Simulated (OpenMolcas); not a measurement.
C2H7NSi (SMILES C=N[SiH2]C): methods side by side

C2H7NSi has 11 atoms, charge 0, and is taken as a singlet. SMILES: `C=N[SiH2]C`. The shape is that of a PBE0-D4/def2-TZVP optimisation. This is one conformer, not always the lowest.

Each level gives the vertical ionisation energy (to the doublet cation) (eV). The values are calculated.

| level | kind | program | value (eV) | less CCSD(T)/6-31G* |
| --- | --- | --- | --- | --- |
| SVWN5/6-31G* (spherical functions) | LDA | OpenMolcas | 9.09 | +0.18 |
| revPBE/6-31G* (spherical functions) | GGA | OpenMolcas | 8.93 | +0.02 |
| TPSS/6-31G* (spherical functions) | meta-GGA | OpenMolcas | 8.99 | +0.08 |
| r2SCAN/6-31G* (spherical functions) | meta-GGA | OpenMolcas | 9.04 | +0.13 |
| BHLYP/6-31G* (spherical functions) | global hybrid | OpenMolcas | 9.10 | +0.19 |
| M06-2X/6-31G* (spherical functions) | hybrid meta-GGA | OpenMolcas | 9.37 | +0.46 |
| PBE0/6-31G* (spherical functions) | global hybrid | OpenMolcas | 9.13 | +0.22 |
| CCSD(T)/6-31G* (spherical functions), open shells restricted | coupled cluster or CI | OpenMolcas | 8.91 | 0.00 |

CCSD(T)/6-31G* (spherical functions), open shells restricted is the highest level here, not the true value. The values span 8.91 to 9.37 eV.
